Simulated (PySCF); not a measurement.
Symmetry of computed structures. The calculation used PBE0/def2-SVPD in PySCF (dipole) on a GFN2-xTB geometry, gas phase. The symmetry is that of the one conformer found, every atom within 0.08 Å of its image; none is proved a minimum here.

Problem. Point group, rotor type and polarity of `[CH2:1]=[CH:2][P:3]([CH3:4])(=[O:5])[CH:6]=[CH2:7]` with C1–C2–P3–C4 128°, C2–P3–C6–C7 123°?

Solution. Cs; asymmetric top; symmetry number 1; 2 operations, which sort the 16 atoms into 10 sets; dipole 3.77 D, in the bc plane, which is the mirror; A, B, C = 2817, 1801, 1546 MHz; heavy atoms equivalent by symmetry: C1/C7, C2/C6.

Problem. `[CH3:1][Si:2]([F:3])([F:4])[Cl:5]`: symmetry, top, dipole?

Solution. Cs; asymmetric top; symmetry number 1; 2 operations, which sort the 8 atoms into 6 sets; dipole 2.58 D, in the ab plane, which is the mirror; A, B, C = 3746, 2423, 2242 MHz; heavy atoms equivalent by symmetry: F3/F4.

Problem. `[CH3:1][N:2]([CH3:3])[SiH3:4]` with H–C1–N2–C3 -57° (nearest H), H–C3–N2–C1 57° (nearest H), H–Si4–N2–C1 -44° (nearest H): symmetry, top, dipole?

Solution. Cs; asymmetric top; symmetry number 1; 2 operations, which sort the 13 atoms into 8 sets; dipole 0.80 D, in the ac plane, which is the mirror.

Problem. `N#C[C@@H]1OC[C@@]12CO[C@H]2F`: symmetry, top, dipole?

Solution. C1; asymmetric top; symmetry number 1; this conformer is chiral (no improper operation); dipole 4.93 D; A, B, C = 1969, 1377, 936.1 MHz.
